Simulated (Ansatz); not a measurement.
Computed with Ansatz on PBE0-D4/def2-TZVP structures; ΔE is electronic, products minus reactants. CCSD(T)/CBS is the MP2 limit (def2-TZVPP, def2-QZVPP) plus CCSD(T) − MP2 in def2-TZVPP, frozen cores. This one scheme is used for every species. One conformer a species, not always the lowest.

Consider the ligand exchange at the Si–C bond: `C#C[Si](C)(Cl)Cl` + H₂S → `C[Si](S)(Cl)Cl` + `C#C`.

| species | HF/def2-TZVPP energy (Eh) |
| --- | --- |
| `C#C[Si](C)(Cl)Cl` | -1324.02431 |
| H₂S | -398.70765 |
| `C[Si](S)(Cl)Cl` | -1645.88536 |
| `C#C` | -76.85236 |

Problem. Work out ΔE.

Solution. ΔE = (-1645.88536) + (-76.85236) − (-1324.02431) − (-398.70765) = -0.00576 Eh = -15.1 kJ/mol. CCSD(T)/CBS gives -21.8 kJ/mol.

Largest T1 diagnostic among the species: 0.013.

At CCSD(T), def2-SVP lies +9.4 kJ/mol from the extrapolated value and def2-TZVPP +4.7 kJ/mol. Leaving LDA and LC-ωPBE aside and taking each functional with its dispersion term where it has one, the values, not all of them listed here, spread over 6.8 kJ/mol, from PBE0-D4 to B2PLYP.
